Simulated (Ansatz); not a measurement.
`C[O][Sn][S]C` + `[F][SnH]([SH])[Cl]` → `C[S][SnH]([F])[Cl]` + `C[S][Sn][OH]`  (substitution at a C–O bond)

Isolated molecules relaxed with PBE0-D4/def2-TZVP in Ansatz; ΔE leaves out vibrations. CBS: MP2 limit from def2 TZ/QZ plus the TZ coupled-cluster correction, frozen cores. DFT in def2-TZVPP. Elements past krypton have def2 core potentials. For Sn outer-core shells are correlated without core-valence functions, which leaves a few kJ/mol of doubt a bond. One conformer a species, not always the lowest.

Task: Is it downhill or uphill in electronic energy at CCSD(T)/CBS, and by how much? (Best estimate.)

Result: The calculation gave: Downhill: ΔE = -0.60 eV.

Task: What do these levels give: PBE-D4, r2SCAN-D4, B97M-V, r2SCAN0-D4, ωB97M-V, B2PLYP, PBE, r2SCAN, CCSD(T)/def2-SVP, CCSD(T)/def2-TZVPP, HF/CBS(def2), CCSD/CBS(def2)? (Estimate.)

Result: Computed: PBE-D4 -0.59, r2SCAN-D4 -0.58, B97M-V -0.53, r2SCAN0-D4 -0.58, ωB97M-V -0.58, B2PLYP -0.56, PBE -0.59, r2SCAN -0.58, CCSD(T)/def2-SVP -0.37, CCSD(T)/def2-TZVPP -0.55, HF/CBS(def2) -0.46, CCSD/CBS(def2) -0.59 eV.

Largest T1 diagnostic among the species: 0.016.

Leaving LDA and LC-ωPBE aside and taking each functional with its dispersion term where it has one, the values, not all of them listed here, spread over 0.09 eV, from PBE-QIDH to CAM-B3LYP-D4. LDA lies +0.03 eV from PBE without D4. In def2-TZVPP, CCSD(T) changes the Hartree–Fock value by −0.09 eV (the triples alone add −0.01 eV) and MP2 by −0.15 eV. At CCSD(T), def2-SVP lies +0.23 eV from the extrapolated value and def2-TZVPP +0.05 eV.
